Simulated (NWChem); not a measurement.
# C$_{4}$H$_{7}$FSi; SMILES C1C[SiH2]C(=C1)F

```xyz
13

F     -0.0471    -2.2908     0.0387
C     -0.1489    -0.9590     0.0133
C     -1.3308    -0.3282    -0.0080
C     -1.3286     1.1727    -0.0772
C      0.0985     1.7347     0.1361
Si     1.2782     0.2630    -0.0481
H     -2.2755    -0.8841    -0.0090
H     -2.0337     1.5902     0.6620
H     -1.7236     1.4869    -1.0602
H      0.2035     2.1301     1.1592
H      0.3196     2.5696    -0.5446
H      2.0368     0.2062    -1.3365
H      2.2613     0.1152     1.0680
```
Atoms are numbered in this order, from 1.

Results from NWChem. Coordinates come from a PBE0/def2-SVP optimisation. Level M06-2X/def2-SVP: energy and gradient on several grids; changes count from the extra-fine grid, which is no exact limit either.

Which is the coarsest grid (coarse; fine; xfine; xcoarse; medium) from which on the energy stays within 100 μHa and each gradient component within 200 μHa/bohr of xfine?

fine.
```json
[
 {"grid": "xcoarse", "size of the energy change (μHa)": "5000", "largest change of a gradient component (μHa/bohr)": "8000", "time, medium = 1 (rough)": "about 1"},
 {"grid": "coarse", "size of the energy change (μHa)": "2000", "largest change of a gradient component (μHa/bohr)": "1000", "time, medium = 1 (rough)": "about 1"},
 {"grid": "medium", "size of the energy change (μHa)": "60", "largest change of a gradient component (μHa/bohr)": "400", "time, medium = 1 (rough)": "about 1"},
 {"grid": "fine", "size of the energy change (μHa)": "10", "largest change of a gradient component (μHa/bohr)": "50", "time, medium = 1 (rough)": "about 1"},
 {"grid": "xfine", "size of the energy change (μHa)": "< 10", "largest change of a gradient component (μHa/bohr)": "< 30", "time, medium = 1 (rough)": "2"}
]
```
